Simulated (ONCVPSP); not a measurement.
B: excitation energies, all-electron against ONCV

- Element: boron
- Generator: ONCVPSP 4.0.1
- Type: optimised norm-conserving Vanderbilt (ONCV)
- Functional: revPBE
- Relativity: non-relativistic
- Frozen core: [He]
- Valence charge: 3
- Reference configuration: 2s2 2p1
- Partial waves: 2s: rc 1.65 bohr, ncon 4, nbas 8, qcut 4.1 1/bohr, 3 projectors, debl 3.4 Ha; 2p: rc 3.40 bohr, ncon 4, nbas 7, qcut 3.3 1/bohr, 2 projectors, debl 2.8 Ha; d scattering state at 0.18 Ha: rc 2.65 bohr, ncon 3, nbas 7, qcut 3.2 1/bohr, 3 projectors, debl 1.8 Ha
- Local potential: polynomial inside 1.45 bohr (lpopt 5, dvloc0 2 Ha)
- Core correction: Teter function, fcfact 4.75, rcfact 1.6

Energies are relative to the spin-unpolarised reference configuration 2s2 2p1; without spin polarisation the order of configurations can differ from experiment.

(1) Give the all-electron excitation energy and the error of the potential for: 2s2 2p0; 2s1 2p0; 2s2 2p0.5; 2s1 2p2.

Levels in the configuration 2s1 2p0:

| level | all-electron (eV) | pseudo (eV) |
| --- | --- | --- |
| 2s | -31.465 | -31.049 |

## Answers

(1)

| valence configuration | charge | ΔE all-electron (eV) | error AE − PS (meV) |
| --- | --- | --- | --- |
| 2s2 2p0 | +1 | 8.172 | +193 |
| 2s1 2p0 | +2 | 33.599 | +552 |
| 2s2 2p0.5 | +0.5 | 2.867 | +29 |
| 2s1 2p2 | 0 | 5.904 | -52 |
